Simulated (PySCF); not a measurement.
Species: C5H10F2N (doublet state).
Z-matrix (Å and degrees, GFN2-xTB geometry), rows numbered from 1:
```
C 
C   1  1.5502
C   2  1.5438  1  108.43
N   2  1.4526  1  112.47  3  -119.02
C   2  1.4831  1  108.86  3   118.96
C   5  1.4670  2  121.71  1   128.64
F   6  1.3891  5  112.37  2   -82.50
F   6  1.3554  5  111.83  2   160.14
H   1  1.0879  2  109.95  3   179.79
H   1  1.0883  2  109.81  3    59.95
H   1  1.0859  2  110.57  3   -60.08
H   3  1.0875  2  109.82  1   -57.02
H   3  1.0854  2  110.38  1    63.26
H   3  1.0858  2  109.42  1  -176.55
H   4  1.0134  2  111.18  1   -59.56
H   4  1.0129  2  110.58  1    60.91
H   5  1.0747  2  119.94  1   -47.52
H   6  1.1024  5  113.11  2    36.80
```

The hyperfine couplings belong to this conformer and change with its torsions.

As a line formula: `CC(C)(N)[CH]C(F)F` [radical].

Computed, not measured: UKS B3LYP, pcH-1 on C F H N, non-relativistic, mean-field spin-orbit, GIAO in PySCF 2.14.0. Isolated species at its GFN2-xTB geometry (one conformer only). The geometry wasn't refined by DFT: couplings that depend on bond lengths, twists or pyramidal angles can differ widely from those at the functional's own minimum. No stability test was run, so a lower SCF solution isn't excluded.

The isotropic 13C couplings, averaged over equivalent nuclei, are +87.6, +56.6, -30.4, -27.4 MHz. Assign them to C1/C3; C2; C5; C6.

| site | a_iso (MHz) | ρ(0) (bohr⁻³) | position | distance from C5 (Å) | spin population | largest \|T\| (MHz) |
| --- | --- | --- | --- | --- | --- | --- |
| C1/C3 | +56.6 | +0.0503 | 2 bonds from C5 | 2.47 | +0.03 | 8.8 |
| C2 | -30.4 | -0.0270 | 1 bond from C5 | 1.48 | -0.07 | 2.1 |
| C5 | +87.6 | +0.0779 | largest spin population | 0.00 | +1.01 | 158.5 |
| C6 | -27.4 | -0.0244 | 1 bond from C5 | 1.47 | -0.04 | 3.2 |

The isotropic 1H couplings, averaged over equivalent nuclei, are -60.8, +34.0, +4.5, -0.5 MHz. Assign them to H9 (×6); H15/H16; H17; H18.

| site | a_iso (MHz) | ρ(0) (bohr⁻³) | position | distance from C5 (Å) | bound to | spin population there | largest \|T\| (MHz) |
| --- | --- | --- | --- | --- | --- | --- | --- |
| H9 (×6) | +4.5 | +0.0010 | γ, 3 bonds from C5 | 2.95 | C1/C3 | +0.03 | 6.3 |
| H15/H16 | -0.5 | -0.0001 | γ, 3 bonds from C5 | 2.97 | N4 | 0.00 | 5.0 |
| H17 | -60.8 | -0.0136 | α, 1 bond from C5 | 1.07 | C5 | +1.01 | 38.7 |
| H18 | +34.0 | +0.0076 | β, 2 bonds from C5 | 2.15 | C6 | -0.04 | 9.5 |

ρ(0) is the spin density at the nucleus and T the dipolar tensor; entries for several nuclei are means. Largest spin populations (Mulliken): C5 (+1.01) and C2 (-0.07). No atom but C5 exceeds +0.15. The positive populations add up to 1.15 and the negative ones to -0.15, together 2S = 1. The angles at C5 add up to 359.9°, so it is planar; its axial dipolar tensor and the negative coupling of its proton fit spin in a p orbital normal to that plane.

β density exceeds α density at some nuclei, such as C2 (-0.0270), C6 (-0.0244) and H17 (-0.0136), spin density in bohr⁻³. In a single determinant that takes different orbitals for the two spins, that is spin polarisation.

Nuclei that the bonding pattern makes equivalent are averaged, as if the motion that swaps them (rotation, inversion, ring flip) were fast. The six 1H nuclei of mean +4.5 MHz run from -2.9 to 22.6 MHz in the frozen geometry. The 19F value of +142.7 MHz is a mean of couplings from 11.5 to 273.9 MHz in this one geometry, not an average over conformers. The 13C value of +56.6 MHz is a mean of couplings from 50.6 to 62.5 MHz in this one geometry, not an average over conformers.

Time: 70 s wall (grids of density and orbitals included); peak memory 0.97 GiB. Hardware: one thread of an Arm Neoverse V2, no GPU, shared host.
